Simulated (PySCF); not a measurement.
A side-by-side comparison of computed properties.

First species: CH7B2OP.
Structure used (PBE0-D3(BJ)/def2-SVP), in Å, numbered top down from 1:
```xyz
12
CH7B2OP angstrom
B      2.9644    0.3514    0.6055
P      1.5185    0.2264   -0.4961
B     -0.1992    0.2525    0.2788
O     -1.2144   -0.3658   -0.3402
C     -2.5328   -0.3690    0.1495
H      4.0371   -0.0685    0.2511
H      2.8194    0.9485    1.6435
H      1.6278   -0.7135   -1.5450
H     -0.3487    0.8689    1.3119
H     -2.6156    0.1872    1.0972
H     -2.8562   -1.4085    0.3105
H     -3.1979    0.0889   -0.5983
```

Second species: C₇H₉FO.
Cartesian coordinates in Å at the PBE0-D3(BJ)/def2-SVP level; atoms count from 1:
```
atom  x, y, z in Å
O1    -1.162    2.504   -1.446
C2    -0.305    1.656   -1.454
C3    -0.018    0.757   -0.298
C4    -0.740    1.032    1.027
C5    -1.277   -0.415    1.062
C6    -0.583   -0.722   -0.277
C7     0.855   -1.256   -0.181
C8     1.404    0.175   -0.154
F9     2.220    0.450   -1.223
H10    0.308    1.466   -2.368
H11   -1.521    1.792    0.886
H12   -0.090    1.341    1.860
H13   -0.934   -1.039    1.902
H14   -2.373   -0.480    1.015
H15   -1.210   -1.115   -1.091
H16    1.088   -1.901    0.679
H17    1.186   -1.756   -1.103
H18    1.928    0.493    0.762
```

Levels: CAM-B3LYP/def2-SVPD for dipole moment, HOMO energy, LUMO energy, HOMO–LUMO gap, static isotropic polarisability and electronic spatial extent ⟨r²⟩ about the centre of nuclear charge; TDDFT CAM-B3LYP/def2-SVPD for lowest singlet excitation; TDA CAM-B3LYP/def2-SVPD for lowest triplet excitation (Tamm–Dancoff); ΔSCF CAM-B3LYP/def2-SVPD for vertical ionisation energy; PBE0-D3(BJ)/def2-SVP for rotational constant A and rotational constant C. Geometries: PBE0-D3(BJ)/def2-SVP. Each species is one conformer at its optimised geometry, gas phase, non-relativistic unless stated; the electronic structure was computed with PySCF and density fitting.

Dipoles, sizes and rotational constants follow the conformer. The torsions of the flexible species, by atom-mapped SMILES:
- `[BH2:1][PH:2][BH:3][O:4][CH3:5]`: B1–P2–B3–O4 -152°, P2–B3–O4–C5 -178°
- `[O:1]=[CH:2][C@@:3]12[CH2:4][CH2:5][C@@H:6]1[CH2:7][C@H:8]2[F:9]`: O1–C2–C3–C4 -7°

Question: Which of the two has the higher static isotropic polarisability, and by how much?

Answer: The first: 79.6 au against 79.1 au, a difference of 0.5 au.

Question: Which has the higher rotational constant A?

Answer: The first: 17.920 GHz against 2.042 GHz, a difference of 15.878 GHz.

Question: Which of the two has the higher T1 energy, and by how much?

Answer: The second: 3.56 eV against 3.50 eV, a difference of 0.06 eV.

Question: Which has the higher ⟨r²⟩?

Answer: The second: 1079 bohr² against 809 bohr², a difference of 270 bohr².

Question: Which of the two has the higher rotational constant C, and by how much?

Answer: The first: 1.472 GHz against 1.154 GHz, a difference of 0.318 GHz.

Question: Which of the two has the higher LUMO energy, and by how much?

Answer: The second: 0.12 eV against -0.34 eV, a difference of 0.46 eV.

Question: Which of the two has the higher dipole moment, and by how much?

Answer: The second: 3.47 D against 2.55 D, a difference of 0.92 D.

Question: Which has the higher HOMO–LUMO gap?

Answer: The second: 8.98 eV against 7.86 eV, a difference of 1.12 eV.

On the first: The vertical singlet–triplet gap S1 − T1 is 1.48 eV (TDDFT singlet less Tamm–Dancoff triplet; S1: HOMO→LUMO, weight 0.94; T1: HOMO→LUMO, weight 0.95). A dipole of 2.55 D is allowed in C1, and pure rotational transitions are dipole-allowed.

On the second: A dipole of 3.47 D is allowed in C1, and pure rotational transitions are dipole-allowed. The dipole equals about 11.6 × 10⁻³⁰ C·m (1 D = 3.33564 × 10⁻³⁰ C·m).
